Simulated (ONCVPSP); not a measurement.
lanthanum (La): one change to an ONCV potential, before and after

- Element: lanthanum
- Generator: ONCVPSP 4.0.1
- Type: optimised norm-conserving Vanderbilt (ONCV)
- Functional: PBEsol
- Relativity: scalar-relativistic
- Frozen core: [Kr] 4d10
- Valence charge: 11
- Reference configuration: 5s2 5p6 5d1.5 6s1.5
- Partial waves: 5s+6s: rc 2.70 bohr, ncon 5, nbas 8, qcut 5 1/bohr, 2 projectors; 5p: rc 2.85 bohr, ncon 5, nbas 8, qcut 4.4 1/bohr, 1 projector; 5d: rc 2.90 bohr, ncon 4, nbas 8, qcut 3 1/bohr, 1 projector; f scattering state at 0.12 Ha: rc 2.95 bohr, ncon 4, nbas 7, qcut 4.3 1/bohr, 2 projectors, debl 2.1 Ha
- Local potential: polynomial inside 2.35 bohr (lpopt 5, dvloc0 4 Ha)
- Core correction: none

In the f channel the program set the typed energies aside and used -0.130, 1.970 Ha.

Change: f: rc 2.7, qcut 4.7, nproj 0; local potential the f channel. In the f channel the program set the typed energies aside and used -0.130 Ha.

Cutoffs: the cutoffs (Ha) at which the residual kinetic energy of the hardest occupied pseudo-wave falls to 1 and 0.1 mHa per electron; they do not see the model core or the augmentation charge, which bear on the density cutoff. Errors are all-electron minus pseudo energies relative to the spin-unpolarised reference configuration.

Q: What does the change do?

A: The potential gets neither clearly harder nor softer (8.9 Ha and 24 Ha → 8.9 Ha and 24 Ha); a bound ghost appears in s, which as a rule spoils a file; the lowest positive-energy flag moves from none to p at 1.4 eV; of the 4 tests that both files solve, the error grows in 3 and shrinks in 0 by more than 15 % and 0.3 meV (median size 1.8 → 20.5 meV). In the separable form a ghost depends on how the local part lies against the semilocal potential of the channel, so the choice of the local part can create or remove one.

| quantity | base | changed |
| --- | --- | --- |
| cutoff, loose | 8.9 Ha | 8.9 Ha |
| cutoff, tight | 24 Ha | 24 Ha |
| bound ghosts | none | s |
| GHOST(+) flags under 300 eV | none | p at 1.4 eV |
| error for 5s2 5p6 5d1 6s2, meV [ΔE -0.35 eV] | +0.8 | -1.8 |
| error for 5s2 5p6 5d1 6s1, meV [ΔE 5.64 eV] | +0.1 | -8.4 |
| error for 5s2 5p6 5d1 6s0, meV [ΔE 16.49 eV] | -2.7 | -33 |
| error for 4f1 5s2 5p6 5d0 6s1, meV [ΔE 5.87 eV] | +1404 | +1244 |
| s: phases at 2.74 bohr within 0.05 rad from the reference energy up to (Ha; the scan ends near 5) | 2.7 | 2.5 |
| p: phases at 2.89 bohr within 0.05 rad from the reference energy up to (Ha; the scan ends near 5) | 0.3 | -0.5 |
| d: phases at 2.94 bohr within 0.05 rad from the reference energy up to (Ha; the scan ends near 5) | 1.0 | 0.4 |

Base: The cutoffs count occupied waves only; projector 2 of the f channel, the hardest unoccupied one, needs 33 Ha at the loose tolerance. These tests converged, but a pseudo level misses the all-electron one widely, so the file describes the atom poorly there or has found another state: 4f1 5s2 5p6 5d0 6s1: 4f by 2.6 eV. Changed file: The cutoffs count occupied waves only; projector 1 of the f channel, the hardest unoccupied one, needs 27 Ha at the loose tolerance. These tests converged, but a pseudo level misses the all-electron one widely, so the file describes the atom poorly there or has found another state: 4f1 5s2 5p6 5d0 6s1: 4f by 2.1 eV. A true bound ghost makes a file unfit for plane-wave use even where its test errors are small: the radial tests pick states by their node count and pass the ghost by.
